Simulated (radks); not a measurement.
Coulomb parameter of the 4f shell of the promethium ion Pm3+ in the model configuration [Xe] 4f2 5d2, as a second difference U = [E(n + 1) + E(n - 1) - 2 E(n)] / (1)^2 with all orbitals relaxed. "Bare": the charge of the atom changes with n. "Screened": the 5d shell takes up the change at fixed total charge, which measures U(4f,4f) + U(5d,5d) - 2 U(4f,5d). Calculated with a radial shooting solver on a logarithmic mesh with Libxc functionals: Dirac Kohn-Sham, PBE, spin-unpolarised, spherical densities, finite nucleus; open shells are shared between the two j in proportion to 2j + 1; Fermi nuclear charge, rms radius 4.962 fm.

case         configuration  E - E(n) (eV)
start         [Xe] 4f2 5d2          0.000
bare +1       [Xe] 4f3 5d2        -36.460
bare -1       [Xe] 4f1 5d2         56.353
screened +1   [Xe] 4f3 5d1        -15.196
screened -1   [Xe] 4f1 5d3         21.274

U(bare) = 19.894 eV, U(screened by 5d) = 6.079 eV.
